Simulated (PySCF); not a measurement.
**Electric field gradients and quadrupole coupling constants**

C5H7FO2Si.
Z-matrix (Å and degrees, GFN2-xTB geometry), rows numbered from 1:
```
O 
C   1  1.2072
O   2  1.3437  1  122.98
C   2  1.4426  1  124.64  3   179.36
C   4  1.3050  2  152.71  1  -167.34
C   5  1.5026  4   65.00  2   174.41
Si  6  1.8920  4  120.10  5   109.18
C   7  1.9169  6  106.29  4    73.58
F   8  1.3831  7  110.23  6  -177.53
H   3  0.9705  2  109.98  1    -0.00
H   5  1.0625  4  150.14  6  -179.19
H   6  1.0892  4  115.54  5  -103.47
H   7  1.4656  6  109.78  4  -167.94
H   7  1.4647  6  110.00  4   -44.82
H   8  1.0935  7  112.74  6    64.16
H   8  1.0934  7  112.58  6   -58.69
```

Field gradients from the PBE0/pcSseg-1 density (PySCF, non-relativistic), principal values in atomic units, ordered |Vxx| ≤ |Vyy| ≤ |Vzz|:

| atom | Vxx | Vyy | Vzz |
| --- | --- | --- | --- |
| O1 | 0.6964 | 0.9435 | -1.6399 |
| O3 | -0.4284 | -1.2271 | 1.6555 |

Find the asymmetry η = (Vxx − Vyy)/Vzz and the couplings χ = eQV/h (234.96 MHz × Q in barn × V in au), with Q(17O) = −0.0256 b.

| atom | environment | nucleus | η | χzz (MHz) | χxx (MHz) | χyy (MHz) |
| --- | --- | --- | --- | --- | --- | --- |
| O1 | acid carbonyl oxygen | 17O | 0.15 | 9.86 | -4.19 | -5.68 |
| O3 | acid hydroxyl oxygen | 17O | 0.48 | -9.96 | 2.58 | 7.38 |

The tensor is traceless: Vxx + Vyy + Vzz = 0.

What is Vzz at O3 in SI units (1 au = 9.71736 × 10²¹ V/m²)?

1.6555 au = 16.087 × 10²¹ V/m².

Were the hydrogens deuterons (Q(2H) = 0.00286 b), χzz would run from 108 kHz (H13 and H14) to 291 kHz (H10).

Isolated species at its GFN2-xTB geometry (one conformer only). GFN2-xTB bond lengths can be off by several hundredths of an ångström, more for odd bonds, and the gradients follow them. These gradients aren't converged with respect to the basis.
